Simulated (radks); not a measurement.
Results of a calculation; reference values are marked as such.
Problem. All-electron atom: Tb17+ in [Kr] 4d10 4f2. Code: a radial shooting solver on a logarithmic mesh with Libxc functionals. Model: scalar-relativistic Kohn-Sham, exchange-only LDA, spin-polarised, spherical densities, point nucleus; open shells are filled with parallel spins first (spin-orbit coupling, left out, can overturn this in heavy ions). Some entries of the table are withheld. Estimate them.

orbital,occ.,eigenvalue (hartree),<1/r> (bohr^-1)
1s down,1,-1918.773,73.05
1s up,1,-1918.773,73.05
2s up,1,-330.3687,16.96
2s down,1,-330.3667,16.96
2p up,3,-295.3006,15.80
2p down,3,-295.2993,15.80
3s up,1,-84.82494,6.233
3s down,1,-84.77102,6.236
3p up,3,-74.00888,5.854
3p down,3,-73.95548,5.857
3d up,5,-59.88446,5.554
3d down,5,-59.84288,5.557
4s up,1,-27.94024,(1)
4s down,1,-27.83593,(2)
4p up,3,-24.25836,2.514
4p down,3,-24.15624,2.513
4d up,5,-19.19979,(3)
4d down,5,-19.09942,(4)
4f up,2,-13.58531,1.972
4f down,0,-13.48173,1.970

Solution. 
(1) 4s up <1/r> (bohr^-1): 2.710
(2) 4s down <1/r> (bohr^-1): 2.708
(3) 4d up <1/r> (bohr^-1): 2.279
(4) 4d down <1/r> (bohr^-1): 2.277
